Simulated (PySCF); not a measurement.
# Mayer bond orders and bond lengths

Compound: C7H14F2Si.
Numbering: `[CH3:1][C@@H:2]([CH2:3][F:4])[Si@:5]1([CH3:6])[CH2:7][C@@H:8]([F:9])[CH2:10]1` (hydrogens: H11, H12, H13 on C1; H14 on C2; H15, H16 on C3; H17, H18, H19 on C6; H20, H21 on C7; H22 on C8; H23, H24 on C10)

Cartesian coordinates in Å at the GFN2-xTB level; atoms count from 1:
```
atom  x, y, z in Å
C1    -1.9524    0.5384   -1.4908
C2    -1.0686    0.9900   -0.3318
C3    -1.9195    1.3102    0.8866
F4    -2.4985    0.1697    1.3960
Si5    0.2569   -0.3326    0.0860
C6    -0.4347   -2.0629    0.4421
C7     1.6703    0.2656    1.2388
C8     2.7059   -0.0480    0.1496
F9     3.4035   -1.1955    0.4720
C10    1.7971   -0.3024   -1.0604
H11   -2.5169   -0.3451   -1.2058
H12   -1.3481    0.2969   -2.3611
H13   -2.6578    1.3208   -1.7674
H14   -0.5768    1.9255   -0.6132
H15   -1.3193    1.7362    1.6963
H16   -2.7460    1.9866    0.6400
H17   -1.1678   -2.0363    1.2418
H18   -0.9209   -2.4751   -0.4372
H19    0.3618   -2.7421    0.7321
H20    1.6749    1.3203    1.5007
H21    1.8587   -0.3043    2.1437
H22    3.4677    0.7241    0.0016
H23    2.0627   -1.2253   -1.5670
H24    1.8561    0.5048   -1.7851
```

Bond orders from the PBE0/pcSseg-1 density (PySCF). Isolated species at its GFN2-xTB geometry (one conformer only).

**Question.** How far do the computed orders between heavy atoms stray from the drawn ones?

**Answer.** The largest departure is 0.161, at C2–Si5 (drawn single, 0.839). Drawn single, order below 0.88: C3–F4 (0.863), C2–Si5 (0.839) and C8–F9 (0.872).

**Question.** Set the Mayer orders of the bonds between heavy atoms beside their lengths.

**Answer.** 
| bond | drawn as | length (Å) | Mayer order |
| --- | --- | --- | --- |
| C1–C2 | single | 1.526 | 1.023 |
| C2–C3 | single | 1.520 | 1.029 |
| C3–F4 | single | 1.377 | 0.863 |
| C2–Si5 | single | 1.919 | 0.839 |
| Si5–C6 | single | 1.897 | 1.002 |
| Si5–C7 | single | 1.920 | 0.899 |
| C7–C8 | single | 1.535 | 1.004 |
| C8–F9 | single | 1.381 | 0.872 |
| C8–C10 | single | 1.535 | 1.005 |
| C10–Si5 | single | 1.920 | 0.898 |

By pair of heavy elements: C–C: lowest C7–C8 and C8–C10 (1.004, 1.535 Å), highest C2–C3 (1.029, 1.520 Å). C–F: all 2 within 0.02 of one another (0.863 to 0.872). C–Si: lowest C2–Si5 (0.839, 1.919 Å), highest Si5–C6 (1.002, 1.897 Å). Bonds named together lie within 0.004.

**Question.** And the bonds to hydrogen?

**Answer.** C–H: 0.93 to 0.96 (14 bonds).

**Question.** Sum the orders of all bonds at each heavy atom with more than one neighbour and set the sums beside the valence in the SMILES.

**Answer.** C1 3.911 (drawn 4), C2 3.816 (drawn 4), C3 3.800 (drawn 4), Si5 3.638 (drawn 4), C6 3.837 (drawn 4), C7 3.779 (drawn 4), C8 3.841 (drawn 4), C10 3.781 (drawn 4). Orders between atoms that aren't bonded are not in these sums.

The Mayer order sums products of elements of PS (density times overlap matrix) between the two atoms' basis functions, so it depends on the basis set.

These values come from a run that also computed NMR shieldings. Time: 1.9 min wall; peak memory 1.2 GiB. Hardware: AMD EPYC, one thread (shared host).
